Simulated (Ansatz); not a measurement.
Start from `[CH3][Al]([CH3])[Cl]` and change one element to get `[CH3][Al]([CH3])[F]`.

Ansatz, PBE0-D4/def2-TZVP geometries, multiplicity 1. 

| property | `[CH3][Al]([CH3])[Cl]` |
| --- | --- |
| size of the dipole moment (B3LYP/def2-TZVPP) / D | 2.03 |
| HOMO energy (ωB97M-V/def2-TZVPP) / eV | -10.11 |
| HOMO–LUMO gap (PBE0/def2-TZVPP) / eV | 7.28 |
| HOMO–LUMO gap (B3LYP/def2-TZVPP) / eV | 6.83 |
| HOMO–LUMO gap (ωB97M-V/def2-TZVPP) / eV | 11.08 |
| LUMO energy (B3LYP/def2-TZVPP) / eV | -0.85 |

(1) Give the same properties after the change, and the shifts. (Estimate.)

## Answers

(1) The calculation gave: 
| property | `[CH3][Al]([CH3])[F]` | shift |
| --- | --- | --- |
| size of the dipole moment (B3LYP/def2-TZVPP) / D | 1.87 | -0.16 |
| HOMO energy (ωB97M-V/def2-TZVPP) / eV | -10.15 | -0.04 |
| HOMO–LUMO gap (PBE0/def2-TZVPP) / eV | 7.65 | 0.37 |
| HOMO–LUMO gap (B3LYP/def2-TZVPP) / eV | 7.17 | 0.34 |
| HOMO–LUMO gap (ωB97M-V/def2-TZVPP) / eV | 11.40 | 0.32 |
| LUMO energy (B3LYP/def2-TZVPP) / eV | -0.53 | 0.32 |

Dipoles are sizes alone; their direction can turn.

B3LYP here is the variant with VWN-RPA as its local correlation; programs differ in this.
